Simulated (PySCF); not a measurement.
A calculated (PW91, PySCF 2.14, ANO-RCC-VTZP, scalar relativity by spin-free X2C-1e) atom or ion has these occupied shells.

```tsv
shell	electrons	orbital energy (eV)	rms radius, mean of both spins (bohr)
1s β	1	-63056.2	0.0219
1s α	1	-63056.2	0.0219
2s α	1	-10747.7	0.0885
2s β	1	-10747.7	0.0885
2p α	3	-9486.2	0.0801
2p β	3	-9486.2	0.0801
3s β	1	-2448.1	0.227
3s α	1	-2448.1	0.227
3p β	3	-2067.4	0.228
3p α	3	-2067.4	0.228
3d α	5	-1597.0	0.208
3d β	5	-1596.9	0.208
4s α	1	-499.01	0.508
4s β	1	-499.01	0.508
4p α	3	-373.42	0.541
4p β	3	-373.42	0.541
4d α	5	-206.33	0.590
4d β	5	-206.32	0.590
5s α	1	-75.884	1.24
5s β	1	-75.559	1.24
5p α	3	-46.801	1.48
5p β	3	-46.332	1.48
4f α	7	-24.559	0.837
4f β	7	-24.472	0.837
5d α	1	-15.742	2.56
```

(1) Name the element and its charge.

Results:

(1) Lu²⁺ (lutetium, charge +2), in [Xe] 4f14 5d1, 2D determinant (an excited configuration).
